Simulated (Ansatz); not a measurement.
Stepwise reaction of `[SiH3]S[SiH2]Cl` with hydrogen fluoride, as a gas-phase model of exchange steps in deposition or etching. ΔE in kJ/mol.

Program: Ansatz. Geometries: PBE0-D4/def2-TZVP. ΔE: electronic, gas phase. CCSD(T)/CBS is the MP2 limit (def2-TZVPP, def2-QZVPP) plus CCSD(T) − MP2 in def2-TZVPP, frozen cores. This one scheme is used for every species. DFT in def2-TZVPP. B3LYP here is the variant with VWN-RPA as its local correlation; programs differ in this. Each species was taken in one conformer, which may not be the lowest.

```json
{"step": "1", "reaction": "`[SiH3]S[SiH2]Cl` + H–F → `F[SiH2]S[SiH2]Cl` + H₂", "PBE-D4": "-110.9", "B3LYP-D4": "-118.8", "ωB97M-V": "-118.9", "CCSD(T)/CBS": "-115.1"}
{"step": "2", "reaction": "`F[SiH2]S[SiH2]Cl` + H–F → `F[SiH](F)S[SiH2]Cl` + H₂", "PBE-D4": "-122.7", "B3LYP-D4": "-131.5", "ωB97M-V": "-131.6", "CCSD(T)/CBS": "-126.9"}
```

By hand: ΔE of the 2 steps together at CCSD(T)/CBS.

(-115.1) + (-126.9) = -242.0 kJ/mol, or -121.0 kJ/mol a step.

In ΔE each step is lower than the one before. All are downhill at CCSD(T)/CBS. PBE-D4 differs from CCSD(T)/CBS by 4.2 to 4.2 kJ/mol a step. Isolated molecules leave out the surface, adducts and barriers. Largest T1 diagnostic: 0.011.
